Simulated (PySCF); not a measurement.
Gas-phase reaction: GaCl2NH2 + 3 GaH2Cl → GaH3.NH3 + 2 HCl + 3 GaCl

Computed with PySCF (xtb for GFN2) and rigid-rotor harmonic-oscillator thermochemistry at 1 bar. † marks an energy on the PBE0/def2-TZVP geometry and frequencies; other levels use their own. All species are closed-shell singlets. B3LYP is the form with VWN-RPA correlation. Ga: all electrons, no relativistic terms. Adducts (GaH3.NH3) have no counterpoise correction, and HF, PBE, BLYP, B3LYP and PBE0 lack dispersion. GaCl2NH2, GaH2Cl, GaH3.NH3: computed as isolated molecules; such fragments, hydroxides, amides, oligomers or adducts are transient or little studied in the gas. The harmonic model lacks anharmonicity and excited electronic states, which grow with temperature; levels with a mode under 35 cm⁻¹ are left out. Soft modes under 120 cm⁻¹ make the harmonic entropy rough for GaCl2NH2, GaH3.NH3. Warning, point group unlike the PBE0 one: GaCl2NH2 (GFN2-xTB, PBE/def2-SVP).

| level | ΔE electronic, kJ | ΔH°(298 K), kJ | ΔS°(298 K), J/K | ΔG°(2500 K), kJ |
|---|---|---|---|---|
| B3LYP/def2-TZVP† | 89 | 106 | 236 | -436 |
| GFN2-xTB | 113 | 136 | 229 | -374 |
| HF/def2-TZVP† | 176 | 193 | 236 | -348 |
| PBE/def2-SVP | 126 | 143 | 237 | -401 |
| PBE0/def2-QZVP† | 152 | 169 | 236 | -373 |
| PBE0/def2-SVP† | 165 | 182 | 236 | -359 |
ΔH° is lowest at B3LYP/def2-TZVP† and highest at HF/def2-TZVP†. No reference value is set beside these.
